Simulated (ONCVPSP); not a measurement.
## An all-electron radial function and its pseudo partner (Al)

Columns: radius, all-electron u(r) and pseudo u(r) of the 3s shell (level -14.81 eV) of aluminium in the configuration [Ne] 3s2; PBE, scalar-relativistic, ONCV scheme, ONCVPSP 4.0.1.

| r (bohr) | all-electron | pseudo |
| --- | --- | --- |
| 0.098 | 0.1312 | 0.0123 |
| 0.195 | -0.0758 | 0.0262 |
| 0.292 | -0.2449 | 0.0435 |
| 0.390 | -0.3154 | 0.0658 |
| 0.488 | -0.3013 | 0.0941 |
| 0.585 | -0.2326 | 0.1286 |
| 0.682 | -0.1336 | 0.1695 |
| 0.780 | -0.0203 | 0.2167 |
| 0.878 | 0.0950 | 0.2687 |
| 0.975 | 0.2038 | 0.3235 |
| 1.072 | 0.3035 | 0.3798 |
| 1.170 | 0.3927 | 0.4364 |
| 1.268 | 0.4695 | 0.4912 |
| 1.365 | 0.5333 | 0.5418 |
| 1.463 | 0.5863 | 0.5880 |
| 1.560 | 0.6280 | 0.6273 |
| 1.658 | 0.6603 | 0.6595 |
| 1.755 | 0.6835 | 0.6831 |
| 1.852 | 0.6984 | 0.6984 |
| 1.950 | 0.7061 | 0.7061 |
| 2.047 | 0.7072 | 0.7072 |
| 2.145 | 0.7025 | 0.7025 |
| 2.242 | 0.6930 | 0.6930 |
| 2.340 | 0.6792 | 0.6792 |
| 2.438 | 0.6619 | 0.6620 |
| 2.535 | 0.6421 | 0.6421 |

Task: How many radial nodes do the two functions have?

Result: The all-electron 3s function has n − l − 1 = 2; the pseudo-wave has 0, since the states of the same l below it are removed with the core.

Task: At about which radius was the pseudo-wave matched?

Result: 1.90 bohr. The columns agree to 0.0005 from 1.75 bohr on; several derivatives are matched, so the curves merge somewhat inside the radius.

Task: Where does each function peak?

Result: Outermost all-electron maximum near 2.05 bohr, pseudo maximum near 2.05 bohr (to the table’s step).

Task: Is the pseudo-wave norm-conserving?

Result: Yes: the ONCV scheme keeps the norm inside the radius equal to the all-electron one, which fixes the energy derivative of the logarithmic derivative at the level.
